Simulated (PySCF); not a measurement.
# Atomic charges against the basis set

TMS-CClF2, C4H9ClF2Si.
Structure used (PBE0-D3(BJ)/def2-SVP), in Å, numbered top down from 1:
```
atom  x, y, z in Å
C1    -0.1085   -0.6504   -1.7900
Si2    0.0080   -0.1195   -0.0009
C3    -1.3451   -0.8687    1.0551
C4     1.7059   -0.3983    0.7326
C5    -0.3091    1.7902    0.0343
F6    -0.2737    2.2772    1.2883
F7    -1.5158    2.1074   -0.4713
Cl8    0.9332    2.6691   -0.9276
H9    -1.0922   -0.3921   -2.2111
H10    0.0256   -1.7400   -1.8802
H11    0.6656   -0.1566   -2.3962
H12   -2.3413   -0.6008    0.6714
H13   -1.2704   -0.5121    2.0939
H14   -1.2667   -1.9674    1.0663
H15    1.9531   -1.4717    0.7403
H16    2.4756    0.1282    0.1486
H17    1.7497   -0.0309    1.7694
```

PBE0 throughout (PySCF), one geometry, spherical d and f functions. Geometry: PBE0-D3(BJ)/def2-SVP; no solvent, vibrations or thermal averaging. Atoms taken as equivalent share a column and are averaged.

Mulliken charges (e):

```tsv
basis	functions	C1/C3/C4	Si2	C5	F6/F7	Cl8	H9 (×9)
STO-3G	57	-0.404	+0.786	+0.093	-0.086	-0.215	+0.080
pcSseg-0	98	-1.200	+1.796	+0.019	-0.312	-0.001	+0.268
6-31G	98	-0.829	+1.060	+0.073	-0.272	+0.053	+0.205
6-31G*	138	-0.775	+0.755	+0.357	-0.286	-0.074	+0.206
cc-pVDZ	165	-0.253	+0.387	+0.156	-0.165	-0.105	+0.072
def2-SVP	165	-0.316	+0.519	+0.216	-0.191	-0.137	+0.081
pcSseg-1	195	-0.622	+0.885	+0.269	-0.263	-0.125	+0.151
aug-cc-pVDZ	273	+0.523	+1.716	+0.720	-0.486	-0.229	-0.312
6-311+G(2d,p)	286	-0.753	+0.975	+0.221	-0.243	-0.013	+0.174
def2-TZVP	314	-0.482	+0.245	+0.339	-0.160	-0.138	+0.147
```

IAO charges (e):

| basis | functions | C1/C3/C4 | Si2 | C5 | F6/F7 | Cl8 | H9 (×9) |
| --- | --- | --- | --- | --- | --- | --- | --- |
| STO-3G | 57 | -0.636 | +0.964 | +0.070 | -0.110 | -0.145 | +0.137 |
| pcSseg-0 | 98 | -0.724 | +1.004 | +0.242 | -0.241 | -0.102 | +0.168 |
| 6-31G | 98 | -0.718 | +0.982 | +0.254 | -0.250 | -0.095 | +0.168 |
| 6-31G* | 138 | -0.718 | +1.066 | +0.304 | -0.268 | -0.112 | +0.159 |
| cc-pVDZ | 165 | -0.716 | +1.063 | +0.310 | -0.268 | -0.112 | +0.158 |
| def2-SVP | 165 | -0.711 | +1.072 | +0.304 | -0.270 | -0.103 | +0.155 |
| pcSseg-1 | 195 | -0.723 | +1.087 | +0.301 | -0.274 | -0.104 | +0.159 |
| aug-cc-pVDZ | 273 | -0.730 | +1.070 | +0.316 | -0.278 | -0.104 | +0.163 |
| 6-311+G(2d,p) | 286 | -0.740 | +1.098 | +0.305 | -0.279 | -0.100 | +0.164 |
| def2-TZVP | 314 | -0.744 | +1.108 | +0.311 | -0.281 | -0.101 | +0.164 |

Hirshfeld charges (e):

| basis | functions | C1/C3/C4 | Si2 | C5 | F6/F7 | Cl8 | H9 (×9) |
| --- | --- | --- | --- | --- | --- | --- | --- |
| STO-3G | 57 | -0.126 | +0.425 | +0.167 | -0.056 | -0.249 | +0.016 |
| pcSseg-0 | 98 | -0.200 | +0.389 | +0.119 | -0.097 | -0.081 | +0.041 |
| 6-31G | 98 | -0.198 | +0.348 | +0.119 | -0.097 | -0.088 | +0.045 |
| 6-31G* | 138 | -0.198 | +0.331 | +0.119 | -0.084 | -0.101 | +0.046 |
| cc-pVDZ | 165 | -0.208 | +0.366 | +0.109 | -0.080 | -0.086 | +0.044 |
| def2-SVP | 165 | -0.212 | +0.371 | +0.116 | -0.091 | -0.068 | +0.044 |
| pcSseg-1 | 195 | -0.215 | +0.382 | +0.119 | -0.091 | -0.072 | +0.044 |
| aug-cc-pVDZ | 273 | -0.223 | +0.380 | +0.107 | -0.093 | -0.054 | +0.047 |
| 6-311+G(2d,p) | 286 | -0.213 | +0.371 | +0.106 | -0.096 | -0.056 | +0.046 |
| def2-TZVP | 314 | -0.217 | +0.370 | +0.108 | -0.093 | -0.061 | +0.046 |

ESP-fitted charges (e):

```
        basis  functions  C1/C3/C4     Si2      C5   F6/F7     Cl8  H9 (×9)
       STO-3G         57    -0.595  +0.764  +0.277  -0.093  -0.284   +0.135
     pcSseg-0         98    -0.865  +0.975  +0.411  -0.218  -0.193   +0.204
        6-31G         98    -0.695  +0.726  +0.286  -0.180  -0.153   +0.176
       6-31G*        138    -0.706  +0.824  -0.064  -0.062  -0.095   +0.175
      cc-pVDZ        165    -0.626  +0.757  +0.006  -0.088  -0.096   +0.154
     def2-SVP        165    -0.626  +0.749  +0.065  -0.111  -0.088   +0.153
     pcSseg-1        195    -0.725  +0.912  +0.004  -0.102  -0.094   +0.173
  aug-cc-pVDZ        273    -0.727  +0.908  -0.030  -0.095  -0.081   +0.175
6-311+G(2d,p)        286    -0.753  +0.939  -0.066  -0.091  -0.068   +0.182
    def2-TZVP        314    -0.743  +0.925  -0.039  -0.093  -0.075   +0.178
```

Some averages cover members that differ in this geometry, most widely: C1/C3/C4, ESP-fitted in 6-31G -0.726 to -0.636; C1/C3/C4, ESP-fitted in pcSseg-1 -0.752 to -0.674; C1/C3/C4, ESP-fitted in 6-311+G(2d,p) -0.779 to -0.703; C1/C3/C4, ESP-fitted in cc-pVDZ -0.652 to -0.576 e.

Problem. Which scheme is steadiest as the basis changes?

Solution. Largest range over the bases for any column: Hirshfeld 0.20 e, IAO 0.25 e, ESP-fitted 0.48 e, Mulliken 1.72 e. Hirshfeld charges move least and Mulliken charges most, counted in e. Without the minimal STO-3G basis the ranges are Hirshfeld 0.06, IAO 0.13, ESP-fitted 0.48, Mulliken 1.72 e.

Problem. How much do the charges still move between the two largest bases, 6-311+G(2d,p) and def2-TZVP?

Solution. At most, over all atoms: Mulliken 0.730 e, IAO 0.010 e, Hirshfeld 0.005 e, ESP-fitted 0.027 e.

Problem. What do the same runs give for the total energy, the frontier levels and the dipole moment?

Solution. 
```tsv
basis	energy (Eh)	HOMO (eV)	LUMO (eV)	μ (D)
STO-3G	-1093.5698	-5.23	4.56	3.02
pcSseg-0	-1104.9217	-8.63	0.67	3.15
6-31G	-1106.4287	-8.43	0.61	3.28
6-31G*	-1106.5583	-8.18	0.78	2.86
cc-pVDZ	-1106.6216	-8.21	0.87	2.80
def2-SVP	-1106.1036	-8.26	1.04	2.70
pcSseg-1	-1106.5435	-8.49	0.59	2.93
aug-cc-pVDZ	-1106.6558	-8.43	-0.29	2.90
6-311+G(2d,p)	-1106.7440	-8.46	-0.16	2.94
def2-TZVP	-1106.7806	-8.39	0.50	2.82
```

The dipole is fixed by the density alone, so its range of 0.58 D shows that the density itself changes with the basis, not only its division among atoms.
